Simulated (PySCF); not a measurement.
Computed shifts of a molecule C2H4ClFOSi, PBE/pcSseg-1 in PySCF, GIAO, gas phase, atoms alike by connectivity averaged where their shifts nearly agree, in ppm (number of nuclei): ¹³C: 238.6 (1), -0.6 (1). ²⁹Si: -4.8 (1). ¹⁹F: -177.7 (1). ¹H: 11.89 (1), 0.77 (3). References: ¹³C against TMS (σ = 182.0 ppm); ²⁹Si against TMS (σ = 335.4 ppm); ¹⁹F against CFCl3 (σ = 133.6 ppm); ³⁵Cl against HCl (σ = 936.5 ppm); ¹⁷O against H2O (σ = 334.3 ppm); ¹H against TMS (σ = 31.49 ppm), references at their B3LYP-D3(BJ)/def2-TZVP geometries, non-relativistic (without spin–orbit terms, shifts of atoms bonded to Cl or Br come out too high). Coordinates come from a ωB97X-D3(BJ)/def2-SVP optimisation. The values are those of a single conformer.

**Question.** Which structure fits?
(A) C=C(Cl)[Si@@H](O)F
(B) O=C[Si@@H](Cl)CF
(C) C[Si@@](F)(Cl)C=O
(D) F[Si]1(Cl)COC1

**Answer.** C, C[Si@@](F)(Cl)C=O
